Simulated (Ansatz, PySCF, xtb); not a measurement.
HCl (SMILES Cl) and H2Se (SMILES [SeH2]) are pulled apart as rigid monomers along the line of their centres of mass, from the B3LYP-D3(BJ)/def2-TZVP minimum. Starting geometry (charge 0, multiplicity 1):
| atom | x (Å) | y (Å) | z (Å) |
|---|---|---|---|
| Cl | 0.2739 | -0.6894 | -0.3934 |
| H | 0.1376 | -0.2267 | 0.8135 |
| Se | -0.0330 | 0.5516 | 3.1973 |
| H | 1.4028 | 0.2964 | 3.3895 |
| H | -0.3691 | -0.8133 | 3.6307 |

Interaction energies with rigid monomers; basis-set methods are counterpoise corrected unless marked otherwise.

Rows in 6-31G* carry no dispersion term and start afresh at each structure (6-31G* with six Cartesian d functions); the Pople sets are all-electron and without relativity. MP2/6-31G* freezes PySCF's default core, which leaves 3d correlated.

Run with Ansatz (Gaussian basis) for Hartree–Fock, density functionals and correlated methods; PySCF for 6-31G* rows, the dispersion terms; xtb for the GFN methods. 

```tsv
H2···Se3 (Å)	GFN2-xTB (kcal/mol)	PBE/def2-TZVPPD (kcal/mol)	r2SCAN-D4/def2-TZVPPD (kcal/mol)	B3LYP-D4/def2-TZVPPD (kcal/mol)	MP2/6-31G* (kcal/mol)
2.26	-1.23	-3.57	-3.59	___	0.17
2.51	-2.25	-4.04	-4.04	-3.94	-1.89
2.89	-2.06	-3.23	-3.26	-3.33	-2.44
3.52	-1.20	-1.71	-1.73	-1.78	___
4.52	-0.50	-0.59	-0.62	-0.60	-0.67
```

Question: Fill in the missing entries.

Answer: 
- 2.26, B3LYP-D4/def2-TZVPPD (kcal/mol): -3.12
- 3.52, MP2/6-31G* (kcal/mol): -1.66

Ansatz is a program for electronic structure.
